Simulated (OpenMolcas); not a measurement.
## Computed transition rates of Kr4+

```
Program             : OpenMolcas 26.06
Method              : MS-CASPT2, IPEA 0.25 Eh, imaginary shift 0.1 Eh (closed shells correlated: 3d)
Basis               : ANO-RCC [9s8p6d4f2g]
Scalar Hamiltonian  : DKH2, point nucleus
Active space        : 4 electrons in 8 orbitals (4s 4p 5s 5p)
State averaging     : 2S+1 = 3 even, 3 roots; 2S+1 = 1 even, 11 roots; 2S+1 = 5 odd, 1 root; 2S+1 = 3 odd, 9 roots; 2S+1 = 1 odd, 8 roots
Spin-orbit coupling : RASSI with atomic mean-field integrals over the reference wave functions, term energies averaged over their components
```

Rates come from the transition moments of the reference wave functions (E1 and E2 in the length form). At fixed line strength A goes as λ^-3 for E1 and M1 and as λ^-5 for E2, so a rate at the computed wavelength can be rescaled to the measured one. Measured vacuum wavelengths follow from level energies in Saloman, J. Phys. Chem. Ref. Data 36, 215 (2007). Branching counts decays inside the model space alone, at computed energies, and the table is only a selection of the E2 and M1 lines, drawn from those between levels with measured partners whose computed energy lies within a factor of 1.5 of the measured one.

| Upper | Lower | Type | λ computed (nm) | λ measured (nm) | A computed (s-1) | A rescaled (s-1) | Branching % |
| --- | --- | --- | --- | --- | --- | --- | --- |
| 4s2 4p2 3P1 | 4s2 4p2 3P0 | M1 | 3064 | 2672 | 6.11e-01 | 9.21e-01 | 100.0 |
| 4s2 4p2 3P2 | 4s2 4p2 3P1 | M1 | 2808 | 2596 | 5.70e-01 | 7.21e-01 | 99.8 |
| 4s2 4p2 1D2 | 4s2 4p2 3P2 | M1 | 811.4 | 824.6 | 4.89e+00 |  | 56.4 |
| 4s2 4p2 1D2 | 4s2 4p2 3P1 | M1 | 629.5 | 625.8 | 3.75e+00 |  | 43.2 |
| 4s2 4p2 1S0 | 4s2 4p2 1D2 | E2 | 512.4 | 513.3 | 4.27e+00 | 4.23e+00 | 5.9 |
| 4s2 4p2 1S0 | 4s2 4p2 3P2 | E2 | 314.1 | 316.4 | 1.71e+00 |  | 2.4 |
| 4s2 4p2 1S0 | 4s2 4p2 3P1 | M1 | 282.5 | 282 | 6.58e+01 |  | 91.7 |

Spin-changing lines and M1 lines between different terms are not rescaled, since their strength hangs on the term gaps too.

The largest correction is for 4s2 4p2 3P1 → 4s2 4p2 3P0 (M1): 6.11e-01 × (3064 / 2672)^3 = 9.21e-01 s-1, a factor of 1.51.

No measured rate stands beside these. Rescaling mends the energy factor alone: line strengths can still be far off where a level mixes with configurations outside the active space, and weak or spin-changing lines hang on small mixing coefficients that depend on the term gaps too, so rescaling need not improve them.

CASPT2 breaks the degeneracy within a term, and the mean is taken; among the terms shown or strongly mixed into the levels shown the widest spread is 59 cm-1 (4s2 4p2 1D). Over all roots computed the reference weight is 0.85 to 0.98; the roots of lowest weight are the least certain, and an intruder state may touch them. Active for correlation alone: 5p 5s; no level in the range computed is led by a configuration that fills them, so any true level of that kind is missing. Computed and measured levels are paired by configuration, term and J; levels that our copy of the source lacks, or whose pairing is in doubt (as where it misses far off the trend of its configuration), stay unpaired. Only configurations of the active space appear.
